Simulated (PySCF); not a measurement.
Harmonic spectrum computed at PBE0 in the def2-TZVP basis family (core potentials from Rb on, PySCF, no spin–orbit coupling):

```tsv
symmetry	ω (cm⁻¹)	IR (km/mol)
a	90	18.5
a	234	87.5
a	540	5.8
a	664	178
a	683	16.2
a	3903	107
```

**Question.** Which molecule gave it? In each, all ligands are bound to the one heavy central atom.
A. CuN(OH) (quartet)
B. SnN(OH) (singlet)
C. GeN(OH) (singlet)
D. SeN(OH) (singlet)
E. AsN(OH) (doublet)

**Answer.** A. It has C1 symmetry with Cu–N 1.753 Å, Cu–O 1.782 Å, O–H 0.959 Å.
